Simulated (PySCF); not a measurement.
HO₂, multiplicity 2. Atoms are numbered in the order given.

```xyz
3

O     -0.1249    -0.5895     0.0000
O      0.0279     0.7099     0.0000
H      0.7760    -0.9628     0.0000
```
Charge 0, spin multiplicity 2.

Geometry: PBE0-D3(BJ)/def2-TZVPD. The isomer is the one that the SMILES or the coordinates give; other isomers of the formula were not compared.

Method: PySCF with PBE0/def2-TZVPD.

Problem. Estimate the frontier levels, dipole moment and polarisability. (Estimate from the structure and the level; the computed values follow.)

Solution. 
```json
{
 "α spin, highest occupied and lowest empty level": "-8.66 and -0.03 eV",
 "β spin, highest occupied and lowest empty level": "-8.14 and -3.03 eV",
 "dipole_moment": "2.20 D",
 "quadrupole, principal values (traceless, Buckingham form, about the centre of nuclear charge)": "-2.32, -0.58, 2.90 D·Å",
 "mean_static_polarisability": "13.2 bohr³ (1.95 Å³)",
 "polarisability_principal_values": "9.8, 11.4, 18.4 bohr³",
 "⟨S²⟩": "0.755 (pure state 0.75)"
}
```
